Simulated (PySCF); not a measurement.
KCl, SMILES [Cl][K]. Atoms are numbered in the order given.

```xyz
2

K      0.0000     0.0000    -1.2723
Cl     0.0000     0.0000     1.4220
```

Geometry optimised at PBE0-D3(BJ)/def2-TZVPD.

Two levels are set side by side: PBE/pcSseg-2 (PySCF) and PBE0/pcSseg-2 (PySCF). GIAO shifts against HCl (³⁵Cl) at the same level; non-relativistic, no solvent, atoms listed together averaged. Without spin–orbit terms, shifts of atoms bonded to Cl or Br come out too high at both levels. Differences are taken from unrounded values.

```tsv
quantity	PBE
δ(³⁵Cl) of Cl2 (ppm)	-6.3
```

### Question
These are the PBE values. What does PBE0 give? (An estimate is asked for; the answer gives what the named calculation found.)

### Answer

```csv
quantity,PBE0,PBE minus PBE0
δ(³⁵Cl) of Cl2 (ppm),-32.7,26.4
```

Rough cost on one machine, each run with all the roots and properties that it gave: PBE0 against PBE within a factor of 2.
